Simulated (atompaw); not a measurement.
Plane-wave convergence, PAW (atompaw) potential for Se

Se, PAW, made with atompaw 4.2.0.5 (PBEsol, scalar-relativistic). Core [Ar] 3d10, reference 4s2 4p3.5 (charge +0.5). Waves: 4s (bound): rc 1.65 bohr; 4s channel at 0.6 Ry: rc 1.50 bohr; 4p (bound): rc 1.65 bohr; 4p channel at 0.6 Ry: rc 1.65 bohr. Local part: bessel scheme, radius 1.60 bohr. Core correction: smooth core density matched at 1.20 bohr. Augmentation charge: besselshape compensation charge, radius 1.25 bohr; PAW radius 1.65 bohr; waves and projectors: custom rrkj vanderbiltortho.

The pseudo-atom Hamiltonian at the reference potential is diagonalised in spherical Bessel functions j_l(qr) that vanish at 20 bohr, with q² up to the cutoff. All-electron valence levels (Ry): 4s -1.6102, 4p -0.7935.

Task: How do the lowest levels (Ry) of each channel move with the cutoff, and are there ghosts?

Result:

| cutoff (Ry) | s #1 | p #1 | d #1 | f #1 | f #2 | Σ f·Δε (mRy) |
| --- | --- | --- | --- | --- | --- | --- |
| 8 | -1.6020 | -0.7877 | -0.0608 | 0.0378 | 0.1509 | 36.7 |
| 10 | -1.6068 | -0.7921 | -0.0627 | 0.0378 | 0.1509 | 11.8 |
| 12 | -1.6091 | -0.7931 | -0.0639 | 0.0378 | 0.1509 | 3.7 |
| 15 | -1.6098 | -0.7933 | -0.0644 | 0.0378 | 0.1509 | 1.7 |
| 18 | -1.6099 | -0.7933 | -0.0647 | 0.0378 | 0.1509 | 1.6 |
| 21 | -1.6099 | -0.7933 | -0.0647 | 0.0378 | 0.1509 | 1.4 |
| 25 | -1.6100 | -0.7933 | -0.0647 | 0.0378 | 0.1509 | 1.1 |
| 30 | -1.6102 | -0.7934 | -0.0647 | 0.0378 | 0.1509 | 0.6 |
| 35 | -1.6102 | -0.7935 | -0.0647 | 0.0378 | 0.1509 | 0.3 |
| 40 | -1.6102 | -0.7935 | -0.0647 | 0.0378 | 0.1509 | 0.2 |
| 400 | -1.6103 | -0.7935 | -0.0647 | 0.0378 | 0.1509 | 0.0 |

Result: no extra level below or beside the all-electron valence levels (s, p, d, f tested); 10 mRy is reached at 12 Ry and 1 mRy at 30 Ry.
